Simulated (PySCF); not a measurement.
C₂H₇ClSi₃, SMILES Cl[Si@@H]1C=C[SiH2][SiH2]1.

Geometry optimised at PBE0-D3(BJ)/def2-SVP. The structure was generated by enumeration; whether it is a known compound was not checked.

Two levels are set side by side: PBE/def2-TZVP (PySCF) and CAM-B3LYP/def2-TZVP (PySCF). Same geometry, gas phase. Differences are taken from unrounded values.

```
quantity                     CAM-B3LYP
---------------------------  ---------
orbital gap (eV)                  8.61
highest occupied level (eV)      -8.76
lowest empty level (eV)          -0.16
dipole moment (D)                 1.73
mean polarisability (bohr³)      114.4
```

Problem. What does PBE give, and how far is it from CAM-B3LYP? (The exact figures need the calculation; the answer reports its results.)

Solution. 
| quantity | PBE | PBE minus CAM-B3LYP |
|---|---|---|
| orbital gap (eV) | 4.18 | -4.42 |
| highest occupied level (eV) | -6.47 | 2.29 |
| lowest empty level (eV) | -2.29 | -2.13 |
| dipole moment (D) | 1.62 | -0.10 |
| mean polarisability (bohr³) | 120.2 | 5.8 |

PBE's occupied levels lie high since its potential decays too fast outside the molecule; exact exchange lowers them and widens the gap. PBE's more diffuse valence density responds more strongly to a field. Differences between two approximate levels are no errors against the true value.

Rough cost on one machine, each run with all the roots and properties that it gave: CAM-B3LYP against PBE within a factor of 2.
